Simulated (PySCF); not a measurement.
## From computed data to an observable: entropy of an ideal gas

B(F)2(OH) (BF2HO), SMILES OB(F)F.

The structure is a stationary point at B3LYP-D3(BJ)/def2-TZVP. The values are those of a single conformer.

B3LYP-D3(BJ)/def2-TZVP run with PySCF gives the harmonic wavenumbers 442, 476, 540, 684, 882, 1000, 1424, 1485, 3843 cm⁻¹ and the rotational temperatures 0.4920, 0.4809, 0.2432 K. The molar mass is 65.81 g/mol, the symmetry number 1, the spin multiplicity 1.

Q: Work out the entropy at 298.15 K and 1 atm in the rigid-rotor, harmonic-oscillator model.

A: 
Translation (Sackur–Tetrode at 1 atm): S = R[1.5 ln M + 2.5 ln T − 1.16487] = 161.0 J/(mol K).
Rotation: q = (√π/σ) T^1.5/√(θA θB θC) = 38000, S = R[ln q + 3/2] = 100.2 J/(mol K).
Vibration: with u = 1.4388 ν/T, each mode gives R[u/(e^u − 1) − ln(1 − e^−u)]:
```json
[
 {"ν (cm⁻¹)": "442", "modes": "1", "u": "2.13", "S (J/(mol K))": "3.43"},
 {"ν (cm⁻¹)": "476", "modes": "1", "u": "2.30", "S (J/(mol K))": "3.02"},
 {"ν (cm⁻¹)": "540", "modes": "1", "u": "2.61", "S (J/(mol K))": "2.37"},
 {"ν (cm⁻¹)": "684", "modes": "1", "u": "3.30", "S (J/(mol K))": "1.36"},
 {"ν (cm⁻¹)": "882", "modes": "1", "u": "4.26", "S (J/(mol K))": "0.63"},
 {"ν (cm⁻¹)": "1000", "modes": "1", "u": "4.83", "S (J/(mol K))": "0.39"},
 {"ν (cm⁻¹)": "1424", "modes": "1", "u": "6.87", "S (J/(mol K))": "0.07"},
 {"ν (cm⁻¹)": "1485", "modes": "1", "u": "7.17", "S (J/(mol K))": "0.05"}
]
```
The stiffer modes add less than 0.005 each. Sum 11.3 J/(mol K).
Spin: R ln 1 = 0.0 J/(mol K).
Total 272.4 J/(mol K); the program's own thermochemistry gives 272.4. Translation makes up 59 % and vibration 4 %. Anharmonicity, hindered rotation and orbital degeneracy are left out.
